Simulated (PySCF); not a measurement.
**Dipole response of V (vanadium, neutral)**

[Ar] 3d3 4s2, high-spin 4F determinant. Calculation: PySCF 2.14, in dyall-av2z (16s12p7d2f, 101 functions); the non-relativistic Hamiltonian (point nucleus). Coupled (time-dependent) response in atomic units; α is the mean over directions. A double-zeta set is small for polarisabilities.

```tsv
method	mean α (bohr³)	C₆ (like pair)	S(−4)
LC-wPBE	106.2	1194	7220
```

S(−4) is the Cauchy moment in α(ω) = α(0) + S(−4) ω² + …

Reference α: 87 ± 10 bohr³ (recommended; Schwerdtfeger and Nagle, table of static dipole polarizabilities (2023 update)). Published C₆: 832.0 (Chu and Dalgarno (2004); Tang, Norbeck and Certain (1976)).

α(iu) at LC-wPBE:

| u (hartree) | α(iu) (bohr³) |
| --- | --- |
| 0 | 106.2 |
| 0.0500 | 92.08 |
| 0.100 | 68.41 |
| 0.200 | 35.90 |
| 0.300 | 21.26 |
| 0.500 | 10.40 |
| 0.750 | 5.979 |
| 1.00 | 4.082 |
| 1.50 | 2.377 |
| 2.00 | 1.596 |
| 3.00 | 0.8809 |
| 5.00 | 0.3930 |

A single London oscillator, α(iu) = α/(1 + u²/ω²), gives C₆ = (3/4) ω α². Matching the computed C₆ needs ω = 4 × 1194 / (3 × 106.2²) = 0.141 hartree.
